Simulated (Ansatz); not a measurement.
Geometry optimisation, RKS LDA/def2-SVP (Ansatz 0.2.0).

Input:

```yaml
crystal:
  periodic: [false, false, false]
  atoms:
    - { symbol: Si, position_ang: [-0.431838, -0.096917, -0.523478] }
    - { symbol: Cl, position_ang: [-0.160129, 1.24464, 2.516521] }
    - { symbol: H, position_ang: [0.806418, -0.59813, 0.149438] }
    - { symbol: "N", position_ang: [-0.40968, 1.602314, -0.630837] }
    - { symbol: H, position_ang: [-0.963514, 2.096819, -1.333033] }
    - { symbol: H, position_ang: [-0.246019, 2.149029, 0.222042] }
    - { symbol: H, position_ang: [-0.589506, -0.627755, -1.924387] }
    - { symbol: O, position_ang: [-1.707925, -0.731264, 0.377076] }
    - { symbol: Si, position_ang: [-3.230711, -1.301923, 0.041142] }
    - { symbol: H, position_ang: [-3.165299, -2.671393, -0.582758] }
    - { symbol: H, position_ang: [-3.985242, -1.378917, 1.339502] }
    - { symbol: H, position_ang: [-3.958631, -0.371437, -0.897206] }
    - { symbol: H, position_ang: [-1.129124, 0.381634, 2.181778] }
basis:
  gaussian: { orbitals: def2-SVP }
hamiltonian:
  xc: lda
relax:
  f_tol: 0.03
  max_steps: 50
```

Launched with:

```bash
$ ansatz run input.yaml --threads 4 --pin off --max-ram 5120MiB --backend cpu --events-out ev --progress --plain --runs-dir out
```

**Question.** Where does it end, and by what steps?

**Answer.** The forces met the threshold. After 9 steps the energy has fallen by 0.184 eV; Cl2 moved furthest, 0.54 Å.

```tsv
step	energy less start (eV)	largest force component (eV/Å)	accepted
0	0.0000	0.556	yes
1	-0.0506	0.756	yes
2	-0.1349	0.432	yes
3	-0.1701	0.234	yes
4	-0.1132	0.698	no
5	-0.1812	0.049	yes
6	-0.1827	0.041	yes
7	-0.1772	0.294	no
8	-0.1833	0.032	yes
9	-0.1838	0.016	yes
```

```xyz
13
Properties=species:S:1:pos:R:3
Si -0.378 -0.082 -0.571
Cl -0.682 1.121 2.572
H 0.877 -0.635 0.020
N -0.331 1.616 -0.660
H -0.930 2.131 -1.311
H -0.191 2.114 0.231
H -0.691 -0.629 -1.936
O -1.612 -0.662 0.469
Si -3.155 -1.244 0.153
H -3.070 -2.613 -0.465
H -3.877 -1.302 1.467
H -3.872 -0.317 -0.795
H -1.258 0.199 1.761
```

Whether the end is a true minimum wasn't checked by a vibrational analysis.

Run time: 12 s on 4 threads of Arm Neoverse V1, with other jobs on the host, peak memory 0.17 GiB.
